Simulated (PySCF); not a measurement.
# Dipole moment and polarisability of `CC#C[Si@](C)(F)Cl`

C₄H₆ClFSi.
Geometry (GFN2-xTB, Å), atoms numbered from 1 in this order:
```
atom  x, y, z in Å
C1    -3.0011   -0.4329    0.3032
C2    -1.6218   -0.0156    0.2534
C3    -0.4687    0.3339    0.2180
Si4    1.2856    0.8774    0.1211
C5     2.4917   -0.5368   -0.2272
F6     1.6690    1.4896    1.5696
Cl7    1.4783    2.3965   -1.1927
H8    -3.6519    0.4179    0.1040
H9    -3.1819   -1.2030   -0.4462
H10   -3.2328   -0.8344    1.2891
H11    2.4087   -1.3104    0.5307
H12    2.3000   -0.9977   -1.1915
H13    3.5204   -0.1840   -0.2277
```

Level: wB97X-D/def2-SVPD (PySCF), static field, nuclei fixed, core orbitals frozen in the response. The polarisability tensor in these axes (au):

```
x   107.01   9.11  -4.52
y     9.11  78.36  -5.38
z    -4.52  -5.38  68.14
```

Task: What are the eigenvalues, a third of the trace, and Δα (Δα² = ½Σ(αi − αj)² over the three pairs)?

Result: Principal values 65.82, 77.22 and 110.48 au; mean 84.51 au = 12.52 Å³ = 13.93 × 10⁻⁴⁰ C²·m²/J; Δα = 40.19 au (48 % of the mean).

Task: What is the dipole moment, and where does it point?

Result: (-1.87, -2.53, -0.72) D, 3.22 D in size, pointing from the negative to the positive side. Measured along this direction, the outermost atoms are F6 and Cl7 at the negative end and H9 at the positive end.

Task: Refractivity n − 1 of an ideal gas of it at 400 K and 1 atm, from the electronic α?

Result: N = p/kT = 1.8347 × 10¹⁹ cm⁻³, so n − 1 = 2π × N × 12.52 × 10⁻²⁴ cm³ = 1444 × 10⁻⁶ at long wavelengths.

Task: Form Σ f/ω² (atomic units) for the 8 lowest TDDFT singlets, given as eV and f, and set it beside the mean polarisability, which is this sum over all singlets: 5.99, 0.0002; 6.25, 0.0013; 6.29, 0.0006; 7.79, 0.0209; 7.83, 0.0199; 8.10, 0.0799; 8.38, 0.1178; 8.50, 1.0094.

Result: They add up to 13.02 au, 15.4 % of the 84.51 au; the largest single term is 10.34 au, from the state at 8.50 eV. Terms in order: 0.00, 0.02, 0.01, 0.26, 0.24, 0.90, 1.24, 10.34 au. Higher excitations give the rest. The strengths listed sum to 1.250.

Task: Estimate the molar refractivity from the static electronic polarisability.

Result: Lorentz–Lorenz: R = (4π/3)N_A α = 2.5225 cm³/(mol·Å³) × 12.52 Å³ = 31.6 cm³/mol, in the limit of long wavelengths.

Task: Find the Langevin capture rate constant for NO+ (29.998 u) meeting this molecule (135.991 u), k = 2.342 × 10⁻⁹ cm³/s × √(α in Å³ / reduced mass in u).

Result: The reduced mass is 24.58 u, so k = 1.67 × 10⁻⁹ cm³/s. The formula leaves out the permanent dipole, which adds to the capture rate.

Task: Give the principal axes and the span of the nuclei along them.

Result: Largest value along (0.95, 0.29, -0.14), where the nuclei span 6.79 Å; middle along (-0.32, 0.88, -0.36), 4.17 Å; least along (0.02, 0.38, 0.92), 3.49 Å. The response follows the extents in order.

Isolated species at its GFN2-xTB geometry, gas phase.
